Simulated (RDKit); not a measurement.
A run for RDKit: MMFF94 on C3H8O (SMILES CCOC), a point of a torsion scan.

```python
from rdkit import Chem
from rdkit.Chem import AllChem, rdDetermineBonds

blocks = [
'''12

C     0.52015275   -0.84128140    1.29794189
C     0.55676836   -0.72165162   -0.22058824
O    -0.66480373   -0.41323600   -0.87928868
C    -1.68990987    0.17884188   -0.12462732
H     1.51588687   -1.10686485    1.64391074
H     0.23444411    0.09788536    1.76383960
H    -0.17042913   -1.61985623    1.61466300
H     1.28922686    0.05774944   -0.48720169
H     0.89188676   -1.66553908   -0.66231290
H    -1.38551223    1.14241187    0.30249982
H    -2.04866066   -0.47309358    0.67811823
H    -2.50247627    0.34984181   -0.82951239
''',
]
mol = None
for b in blocks:
    f = Chem.MolFromXYZBlock(b)
    rdDetermineBonds.DetermineBonds(f, charge=0)
    mol = f if mol is None else Chem.CombineMols(mol, f)
Chem.SanitizeMol(mol)
print(Chem.MolToSmiles(Chem.RemoveHs(mol)))
ff = AllChem.MMFFGetMoleculeForceField(mol, AllChem.MMFFGetMoleculeProperties(mol), nonBondedThresh=100.0, ignoreInterfragInteractions=False)
e = ff.CalcEnergy()
print(f'MMFF94 energy {e:.6f} kcal/mol')
```

The log:

```
CCOC
MMFF94 energy 10.242580 kcal/mol
```

The run finished.

Cost: very roughly 0.05 core-seconds.
